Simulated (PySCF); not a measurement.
Vertical excitations of a molecule CH₃NO₂Si from TDA-PBE/def2-SVPD run with PySCF, as energy in eV (oscillator strength): 6.03 (0.014), 6.30 (0.007), 6.32 (0.005), 6.60 (0.002), 7.17 (0.005), 7.21 (0.003), 7.43 (0.005), 7.47 (0.007), 7.50 (0.005), 7.65 (0.022). Lowest triplet (TDA): 5.86 eV. Geometry optimised at r2SCAN-D4/def2-SVP. Other conformers were not sampled.

Problem. Which molecule gave these data?
(A) O=C=N[SiH2]O
(B) O[Si@H]1N=CO1
(C) N#CO[SiH2]O

Solution. C, N#CO[SiH2]O
